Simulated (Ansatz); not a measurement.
Gas-phase electronic energies from Ansatz, PBE0-D4/def2-TZVP geometries. CCSD(T)/CBS adds triple-zeta CCSD(T) − MP2 to the extrapolated MP2 energy (def2 sets, frozen cores). This one scheme is used for every species, atoms too. DFT in def2-TZVPP. No spin–orbit coupling; open shells (•) take unrestricted orbitals. Spin–orbit coupling would lower the free atoms: a little for C, Cl, F, Si. One conformer a species, not always the lowest.

Reaction (atomization): `FC(F)(Cl)C[SiH3]` → 2 C• + Cl• + 2 F• + 5 H• + Si•

```
             level  ΔE (kJ/mol)
           PBE0-D4       3885.1
SCS-MP2/def2-TZVPP       3815.6
```

(1) What does CCSD(T)/CBS give? (Best estimate.)

Largest T1 diagnostic among the species: 0.012.

## Answers

(1) Computed: +3876.4 kJ/mol. The listed levels differ from it by 8.7, -60.8 kJ/mol.

From PBE to PBE0 (25 % exact exchange), in def2-TZVPP and without D4, ΔE moves by −78.8 kJ/mol: exact exchange takes away binding that semilocal exchange gives to molecules. The D4 term adds +40.3 kJ/mol with B3LYP and +21.1 kJ/mol with PBE0; it sums over pairs of atoms, weighted by their polarisabilities, and B3LYP, whose exchange is more repulsive, gets the larger term.

B3LYP here is the variant with VWN-RPA as its local correlation; programs differ in this.

For atomizations the MP2-based limit and the directly extrapolated one differ by several kJ/mol either way, and by 10 to 25 for some Ge, Se and Sn compounds, so smaller differences from it don't rank the levels.
